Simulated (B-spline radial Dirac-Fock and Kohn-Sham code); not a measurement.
Binding energies of Ho³⁺ at several levels of theory

System: Ho³⁺, configuration [Xe] 4f9 6p1 (not the ground configuration).

The density-functional columns are spherical, spin-unpolarised Dirac-Kohn-Sham results without Breit or QED terms: −ε is minus the orbital energy of the initial state and ΔSCF the difference of two total energies. The reference in the last column comes from relaxed Dirac-Fock hole states (ΔSCF) with Breit and QED corrections and a finite nucleus. All numbers are from a radial B-spline solver, in eV; a selection of levels is shown. For the 1s level of heavy atoms much of the gap between ΔSCF and the reference is the Breit and QED part, -250.9 eV here; for other levels the error of the functional can be larger.

| level | LDA −ε | LDA ΔSCF | Dirac-Fock |
| --- | --- | --- | --- |
| 1s | 55418.1 | 55904.6 | 55666.5 |
| 2s | 9304.7 | 9393.9 | 9453.8 |
| 2p1/2 | 8862.4 | 8975.9 | 8970.8 |
| 2p3/2 | 8006.6 | 8107.4 | 8123.9 |
| 3s | 2115.0 | 2142.2 | 2190.3 |
| 3p1/2 | 1920.8 | 1949.7 | 1980.4 |
| 3p3/2 | 1742.2 | 1769.0 | 1800.9 |
| 3d3/2 | 1407.5 | 1439.2 | 1445.5 |
| 3d5/2 | 1368.4 | 1399.4 | 1407.3 |
| 4s | 454.5 | 467.5 | 492.3 |
| 4p1/2 | 377.3 | 390.2 | 407.8 |
| 4p3/2 | 336.7 | 349.2 | 367.3 |
| 4d3/2 | 209.1 | 221.3 | 227.0 |
| 4d5/2 | 201.7 | 213.7 | 219.7 |
| 4f | 47.21 | 57.95 | 54.24 |
| 5s | 88.77 | 96.73 | 99.36 |
| 5p1/2 | 66.43 | 73.88 | 72.18 |
| 5p3/2 | 60.38 | 67.49 | 66.11 |
| 6p | 20.65 | 23.56 | 22.57 |

Values without a named source are computed, but for edge energies of neutral atoms, which are taken from tables.
